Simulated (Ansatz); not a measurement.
Li₆Te₂, relaxed as a singlet with RKS PBE0-D4/def2-SVP in Ansatz, starting from the GFN1-xTB geometry. Force threshold 0.02 eV/Å.

In the def2 sets Te takes a core potential; there is no spin–orbit coupling. The restricted singlet is unstable towards broken spin symmetry in Hartree–Fock (as tested in another run); at PBE0-D4/def2-SVP this wasn't settled. The structure comes from a short search, and lower isomers may exist.

Start:

```xyz
8

Li    1.2188    1.0714    1.5377
Li   -0.4895    1.7968   -0.0119
Li    0.5655   -1.2642    0.9618
Li   -1.6562   -0.8594   -0.0288
Li   -1.1526    0.1935    2.2416
Li    0.4245   -1.8242   -1.4257
Te    1.7650    0.4566   -1.0722
Te   -0.6755    0.4296   -2.2026
```

| step | energy (eV) | largest force component (eV/Å) | SCF passes |
| --- | --- | --- | --- |
| 1 | -15814.1166 | 1.085 | 39 |
| 2 | -15814.7253 | 0.460 | 50 |
| 3 | -15815.0794 | 0.779 | 46 |
| 4 | -15815.6044 | 1.196 | 50 |
| 5 | -15816.2270 | 1.049 | 48 |
| 6 | -15816.8454 | 0.809 | 40 |
| 7 | -15817.2854 | 0.737 | 34 |
| 8 | -15817.5943 | 0.529 | 32 |
| 9 | -15817.8002 | 0.257 | 31 |
| 10 | -15817.8730 | 0.201 | 31 |
| 11 | -15817.9569 | 0.136 | 31 |
| 12 | -15818.0562 | 0.228 | 30 |
| 13 | -15818.1743 | 0.277 | 31 |
| 14 | -15818.2884 | 0.176 | 30 |
| 15 | -15818.3524 | 0.114 | 31 |
| 16 | -15818.3825 | 0.125 | 31 |
| 17 (rejected) | -15818.3754 | 0.144 | 31 |
| 18 | -15818.3914 | 0.064 | 32 |
| 19 | -15818.4000 | 0.068 | 31 |
| 20 | -15818.4113 | 0.067 | 30 |
| 21 | -15818.4168 | 0.072 | 31 |
| 22 (rejected) | -15818.3991 | 0.223 | 31 |
| 23 (rejected) | -15818.4103 | 0.245 | 32 |
| 24 | -15818.4210 | 0.038 | 32 |
| 25 (rejected) | -15818.4197 | 0.238 | 32 |
| 26 | -15818.4233 | 0.030 | 25 |
| 27 | -15818.4247 | 0.021 | 24 |
| 28 | -15818.4251 | 0.018 | 24 |
| 29 | -15818.4252 | 0.020 | 25 |

Force components are those of the run's own axes.

End:

Cartesian coordinates in Å:
```
Li 1.145 1.141 1.794
Li 0.134 1.344 -1.357
Li 0.198 -1.059 0.325
Li -2.387 0.028 0.358
Li -1.309 -0.131 3.306
Li 1.216 -1.006 -2.214
Te 2.401 0.433 -0.331
Te -1.399 -0.750 -1.881
```

Bonds lost: Li2–Li5, Li3–Li5, Te7–Te8 (atoms count from 1). Bonds formed: Li3–Te8 (atoms count from 1). Metal–metal contacts that move far: Li4–Li6 2.69 to 4.55 Å, Li2–Li6 3.99 to 2.73 Å, Li1–Li2 2.42 to 3.32 Å, Li4–Li5 2.55 to 3.14 Å, Li1–Li5 2.62 to 3.15 Å.

The force fell under the threshold at step 28, but the optimiser went on. No frequencies were taken in this run, so the end may be a saddle point.

It took 60 s on 4 threads of INTEL XEON PLATINUM 8581C on a shared host.
